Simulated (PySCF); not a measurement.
B(Cl)(F)(OAc) (C2H3BClFO2), SMILES CC(=O)OB(F)Cl. The structure is a stationary point at PBE-D3(BJ)/def2-SVP. This is a generated structure with no PubChem entry under its InChIKey; it may be hypothetical. The values are those of a single conformer.

Q: Give the equilibrium geometry at PBE-D3(BJ)/def2-SVP (PySCF confirms it by a frequency run) as Cartesian coordinates in Å. (Estimate from the structure and the level; the computed values follow.)

A: This is not unique; one that fits is 
```xyz
10

B      0.7249     0.4686     0.6418
Cl     0.3689    -0.8940     1.6932
F      1.5370     1.4261     1.0741
O      0.2745     0.5756    -0.6490
C     -0.8661    -0.0180    -1.1912
C     -0.6824    -0.2604    -2.6629
O     -1.8471    -0.2451    -0.5321
H     -1.6135    -0.6631    -3.0963
H      0.1519    -0.9733    -2.8218
H     -0.3961     0.6834    -3.1681
```
Charge 0, spin multiplicity 1.
